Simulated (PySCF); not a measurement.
CH₈GeSSi.
Bonds: C1–Si2, Si2–S3, S3–Ge4. Hydrogens: H5, H6, H7 on C1; H8, H9 on Si2; H10, H11, H12 on Ge4.

Computed by this run: PySCF, PBE0-D3(BJ)/def2-SVP geometry optimisation, gas phase; density fitting, grid level 1; the optimiser is geomeTRIC in internal coordinates, started from a GFN2-xTB structure with every atom displaced at random (about 0.01 Å).

Step 0: E = -76370.7741 eV
```
atom  x, y, z in Å  |  force x, y, z in eV/Å
C1     -1.6848    0.5171    0.3094   -0.889   0.029  -0.733
Si2    -0.8700   -1.0757   -0.2279    0.950   1.143   0.167
S3      0.9397   -0.6402   -1.3241    0.121  -0.043  -0.155
Ge4     2.1598    0.3819    0.2305   -1.351  -0.159   0.372
H5     -1.1266    1.0534    1.0556    0.593   0.289   0.686
H6     -2.6955    0.3542    0.7135   -0.035  -0.142   0.096
H7     -1.8122    1.2175   -0.5378    0.116  -0.244  -0.013
H8     -0.4919   -1.8848    0.9292   -0.031  -0.428   0.521
H9     -1.6274   -1.8120   -1.1991   -0.751  -0.614  -0.629
H10     3.4918    0.6156   -0.3137    1.409   0.208  -0.699
H11     1.5157    1.7001    0.6325   -0.156   0.355   0.007
H12     2.2411   -0.4554    1.4877    0.025  -0.395   0.381
```

Problem. Estimate the geometry and energy of step 1. (The exact step hangs on the optimiser's Hessian estimate; all steps are aligned on step 0, rigid shifts and turns removed.)

Solution. E = -76370.9207 eV, largest force 0.527 eV/Å
```
atom  x, y, z in Å  |  force x, y, z in eV/Å
C1     -1.7259    0.5201    0.3053    0.390   0.255   0.072
Si2    -0.8042   -1.0140   -0.2505   -0.352  -0.199  -0.033
S3      1.0000   -0.6235   -1.3576   -0.048   0.044   0.089
Ge4     2.1645    0.3868    0.2539    0.501   0.109  -0.011
H5     -1.1429    1.0880    1.0537   -0.087  -0.051  -0.115
H6     -2.6852    0.2561    0.7632   -0.164  -0.144   0.082
H7     -1.9246    1.1826   -0.5478    0.005   0.054  -0.063
H8     -0.5243   -1.8734    0.9437    0.091   0.022  -0.030
H9     -1.6723   -1.7851   -1.1957    0.099   0.003   0.008
H10     3.6075    0.5622   -0.3330   -0.477  -0.053   0.217
H11     1.5574    1.7720    0.5928    0.059  -0.160  -0.040
H12     2.1897   -0.5001    1.5276   -0.017   0.120  -0.177
```

The energy changes by -0.1467 eV. The first-order estimate −F·Δx gives -0.4296 eV and the mean of the old and new forces, exact on a quadratic surface, -0.1542 eV. The step makes an angle of 63° with the force vector and moves no atom by more than 0.129 Å.

The cost below is that of the whole optimisation. The run took 34 s wall on one thread, Arm Neoverse V1 (aarch64), on a shared host, and the process peaked at 0.53 GiB of memory.
